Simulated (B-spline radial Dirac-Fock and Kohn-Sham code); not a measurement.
Z = 82 (lead), transition energy 951 keV. Model: a Dirac-Hartree-Slater potential of the neutral atom with a Latter tail (no hole, which puts coefficients of high multipoles low close above an edge), finite nucleus with surface currents. Program: a radial atomic solver. Subshells that would emit electrons below 1 keV are left out.

Q: A pure transition shows α(K) = 0.135, L1/L2 = 4.60 and L1/L3 = 8.80. What is its multipolarity?
A. M4
B. E1
C. E4
D. M3
E. E2
F. E3
G. M2
H. M1

A: A. For comparison, α(K), L1/L2, L1/L3 are E1 0.00230, 11.8, 17.8; E2 0.00585, 3.37, 12.2; E3 0.0127, 1.62, 9.59; E4 0.0254, 1.05, 7.52; M1 0.0167, 11.1, 149; M2 0.0401, 8.13, 67.4; M3 0.0753, 5.96, 20.5.

Values without a named source are computed, but for edge energies of neutral atoms, which are taken from tables.
